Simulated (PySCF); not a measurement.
Does the answer move with the share of exact exchange?

Species: BrH7Si3.
InChI=1S/BrH7Si3/c1-3-4-2/h3-4H2,2H3

Torsions of this conformer, `[SiH3:1][SiH2:2][SiH2:3][Br:4]`: Si1–Si2–Si3–Br4 176°.

PySCF, def2-SVPD basis, density fitting, gas phase, PBE0-D3(BJ)/def2-SVP geometry; singlet excitations by full TDDFT with frozen cores, triplets by Tamm–Dancoff TDDFT and ionisation energies by ΔSCF, from the lowest of the holes tried. One functional is left out:

```tsv
functional	exact exchange (%)	HOMO energy (eV)	LUMO energy (eV)	lowest singlet excitation (eV)	lowest triplet excitation (eV)	dipole moment (D)	mean polarisability (au)	vertical ionisation energy (eV)
LDA	0	-6.79	-2.08	4.99	4.56	1.609	121.7	9.34
PBE	0	-6.70	-1.88	5.09	4.59	1.517	119.2	9.22
B3LYP	20	-7.59	-1.24	5.48	4.95	1.623	115.1	9.50
BHandHLYP	50	-8.79	-0.20	5.97	5.33	1.744	110.5	9.71
```

Task: Predict the row of PBE0 (25 % exact exchange) by straight lines through the other rows, and check it.

Result: 
```json
{"property": "HOMO energy (eV)", "line": "-7.77", "computed": "-7.81", "computed − line": "-0.04", "B3LYP (20 %), for comparison": "-7.59"}
{"property": "LUMO energy (eV)", "line": "-1.08", "computed": "-1.09", "computed − line": "-0.01", "B3LYP (20 %), for comparison": "-1.24"}
{"property": "lowest singlet excitation (eV)", "line": "5.52", "computed": "5.58", "computed − line": "+0.06", "B3LYP (20 %), for comparison": "5.48"}
{"property": "lowest triplet excitation (eV)", "line": "4.97", "computed": "4.97", "computed − line": "0.00", "B3LYP (20 %), for comparison": "4.95"}
{"property": "dipole moment (D)", "line": "1.650", "computed": "1.638", "computed − line": "-0.012", "B3LYP (20 %), for comparison": "1.623"}
{"property": "mean polarisability (au)", "line": "115.1", "computed": "114.5", "computed − line": "-0.6", "B3LYP (20 %), for comparison": "115.1"}
{"property": "vertical ionisation energy (eV)", "line": "9.51", "computed": "9.55", "computed − line": "+0.04", "B3LYP (20 %), for comparison": "9.50"}
```

Task: Which of these properties follows the share of exact exchange most closely, and which least?

Result: Most closely the HOMO energy, least the dipole moment; the correlations over the tabulated rows are HOMO energy -0.999, LUMO energy 0.995, lowest triplet excitation 0.994, lowest singlet excitation 0.993, mean polarisability -0.968, vertical ionisation energy 0.966, dipole moment 0.913. The HOMO energy moves by -0.409 eV for every 10 %. Functionals with the same share still differ in their other parts: at 0 % LDA and PBE differ by 0.09 eV in it.
